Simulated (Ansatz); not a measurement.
Ba2S2⁺. Total charge 1; doublet. Geometry PBE-D4/def2-SVP; atoms count from 1.

```csv
atom,x (Å),y (Å),z (Å)
Ba1,-0.5915,-0.6089,2.1737
Ba2,0.6133,0.6139,-2.1662
S3,-0.4574,1.4934,0.2937
S4,0.4355,-1.4984,-0.3012
```

In the def2 sets Ba takes a core potential; there is no spin–orbit coupling. The structure comes from a short search, and lower isomers may exist.

Q: Estimate the Mulliken populations from the PBE0/def2-TZVP orbitals of Ansatz.

A: 
```csv
atom,charge (e),spin (α − β)
Ba1,1.32,-0.01
Ba2,1.32,-0.01
S3,-0.82,0.51
S4,-0.82,0.51
```
Mulliken values and Mayer orders depend strongly on the basis.

Q: Where does the spin sit?

A: Summed by element: Ba -0.03, S 1.03, of 1 unpaired in all. Largest on single atoms: S3 0.51, S4 0.51, Ba1 -0.01.

Q: And the Mayer bond orders between bonded heavy atoms (over 0.3)?

A: Ba1–S3 0.61 (2.82 Å); Ba1–S4 0.61 (2.82 Å); Ba2–S3 0.61 (2.82 Å); Ba2–S4 0.61 (2.82 Å). Values over 0.3 also appear between atoms too far apart for a bond (S3–S4 0.37 at 3.18 Å); they arise where an orbital or an unpaired electron spreads over both atoms.
